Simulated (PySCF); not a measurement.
HCl₂FSeSi, singlet, at a GFN2-xTB geometry. Base run: HF/6-31G, polarisability (PySCF).

The PySCF input:
```python
from pyscf import gto, scf
from pyscf.prop import polarizability

mol = gto.M(
    atom='''
F    -1.227363   -0.161512    1.462077
Si   -0.529436    0.115254    0.045063
Cl   -0.744316    2.070246   -0.329143
Cl   -1.496997   -1.007346   -1.300967
Se    1.601994   -0.529332    0.435550
H     2.092905   -0.231949   -0.886420
''',
    basis='6-31g',
    charge=0,
    spin=0,
    verbose=4,
)

mf = scf.RHF(mol)
mf.kernel()
alpha = mf.Polarizability().polarizability()[2, 2]
print('alpha_zz =', alpha)
```

Variants of this job, named by their change:

| change | alpha_zz (bohr³) | basis functions | core-seconds (rough) |
|---|---|---|---|
| base | 43.79 | 77 | 3 |
| functional = pbe | 48.83 | 77 | 20 |
| finite field (a.u.) = 0.001; conv_tol = 1e-11 | 43.79 | 77 | 3 |
| functional = lda,vwn | … | 77 | 10 |
| basis = cc-pVDZ | 48.01 | 100 | 6 |
| basis = def2-SVP | … | … | 6 |
| basis = 6-31G* | 47.18 | 102 | 7 |
| functional = pbe0 | 47.16 | 77 | 20 |
| finite field (a.u.) = 0.001; conv_tol = 1e-6 | 43.78 | 77 | 3 |
| basis = STO-3G | 22.18 | 51 | 0.8 |
| finite field (a.u.) = 0.005; conv_tol = 1e-11 | 43.79 | 77 | 3 |
| finite field (a.u.) = 2e-4; conv_tol = 1e-11 | 43.79 | 77 | 3 |

Task: Complete the blanks.

Result: 
- functional = lda,vwn, alpha_zz (bohr³): 49.17
- basis = def2-SVP, alpha_zz (bohr³): 46.35
- basis = def2-SVP, basis functions: 105

Finite-field rows take the second difference of the energy in a field along z; a small field with loose convergence shows SCF noise divided by the square of the field, and a large one adds hyperpolarisability.
